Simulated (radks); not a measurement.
Task: Species: In21+. Configuration: [Ar] 3d10. Method: Dirac Kohn-Sham, PBE, spin-unpolarised, spherical densities, finite nucleus; Fermi nuclear charge, rms radius 4.6156 fm; computed with a radial shooting solver on a logarithmic mesh with Libxc functionals. Some entries of the table are withheld. Estimate them.

orbital,occ.,eigenvalue (hartree),<r> (bohr)
1s1/2,2,(1),(2)
2s1/2,2,-174.9713,0.1279
2p1/2,2,-164.7967,0.1082
2p3/2,4,-157.0164,0.1135
3s1/2,2,-50.16894,0.3431
3p1/2,2,-46.06449,0.3331
3p3/2,4,-44.60651,0.3434
3d3/2,4,(3),0.3125
3d5/2,6,(4),0.3157

Result: 
(1) 1s1/2 eigenvalue (hartree): -1042.246
(2) 1s1/2 <r> (bohr): 0.02971
(3) 3d3/2 eigenvalue (hartree): -37.41417
(4) 3d5/2 eigenvalue (hartree): -37.10865
